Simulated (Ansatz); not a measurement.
Reaction (ligand exchange at the Sn–C bond): `[CH3][SnH2][CH2]F` + HBr → `F[CH2][SnH2][Br]` + CH₄

Gas-phase electronic energies from Ansatz, PBE0-D4/def2-TZVP geometries. CBS: MP2 limit from def2 TZ/QZ plus the TZ coupled-cluster correction, frozen cores. This one scheme is used for every species. DFT in def2-TZVPP. B3LYP here is the variant with VWN-RPA as its local correlation; programs differ in this. HSE06 is defined as in plane-wave codes. Elements past krypton have def2 core potentials. For Br, Sn outer-core shells are correlated without core-valence functions, which leaves a few kJ/mol of doubt a bond. Scalar relativity is left out up to krypton. One conformer a species, not always the lowest.

```tsv
level	ΔE (kJ/mol)	difference from CCSD(T)/CBS
LDA (SPW92)	-121.4	7.5
PBE-D4	-129.1	-0.2
revPBE-D4	-128.0	0.9
BLYP-D4	-131.7	-2.8
r2SCAN-D4	-135.4	-6.5
B97M-V	-136.2	-7.3
PBE0-D4	-132.4	-3.5
B3LYP-D4	-134.6	-5.7
r2SCANh-D4	-135.9	-7.0
r2SCAN0-D4	-136.6	-7.7
HSE06-D4	-132.8	-3.9
BHLYP-D4	-141.1	-12.2
CAM-B3LYP-D4	-131.2	-2.3
ωB97M-V	-129.9	-1.0
B2PLYP	-132.0	-3.1
PBE-QIDH	-131.3	-2.4
PBE	-129.5	-0.6
revPBE	-131.0	-2.1
BLYP	-132.9	-4.0
r2SCAN	-135.7	-6.8
PBE0	-132.7	-3.8
B3LYP	-135.0	-6.1
r2SCANh	-136.1	-7.2
HSE06	-133.0	-4.1
BHLYP	-139.7	-10.8
CAM-B3LYP	-131.3	-2.4
LC-ωPBE	-127.2	1.7
RPA@PBE/def2-TZVPP	-114.4	14.5
HF/def2-SVP	-147.9	-19.0
MP2/def2-SVP	-134.2	-5.3
CCSD/def2-SVP	-130.9	-2.0
CCSD(T)/def2-SVP	-129.3	-0.4
MP2/def2-TZVPP	-124.1	4.8
CCSD/def2-TZVPP	-122.7	6.2
CCSD(T)/def2-TZVPP	-120.7	8.2
HF/def2-QZVPP	-149.4	-20.5
MP2/def2-QZVPP	-128.9	0.0
HF/CBS(def2)	-149.5	-20.6
MP2/CBS(def2)	-132.2	-3.3
CCSD/CBS(def2)	-130.9	-2.0
CCSD(T)/CBS	-128.9	0
```

(1) What do rigid-rotor, harmonic-oscillator terms from PBE0-D4/def2-TZVP frequencies (298.15 K, 1 bar) make of the CCSD(T)/CBS value? (Best estimate.)

Largest T1 diagnostic among the species: 0.012.

Answers

(1) Computed: ΔZPE = +9.5 kJ/mol, ΔH = -119.7 kJ/mol, ΔS = -7 J/(mol·K), ΔG = -117.6 kJ/mol. Modes under 50 cm⁻¹ make the entropy rough.

In def2-TZVPP, CCSD(T) changes the Hartree–Fock value by +28.4 kJ/mol (the triples alone add +2.0 kJ/mol) and MP2 by +25.1 kJ/mol. Leaving LDA and LC-ωPBE aside and taking each functional with its dispersion term where it has one, the values spread over 13.2 kJ/mol, from BHLYP-D4 to revPBE-D4. LDA lies +8.0 kJ/mol from PBE without D4. From BLYP to BHLYP (50 % exact exchange), in def2-TZVPP and without D4, ΔE moves by −6.8 kJ/mol.
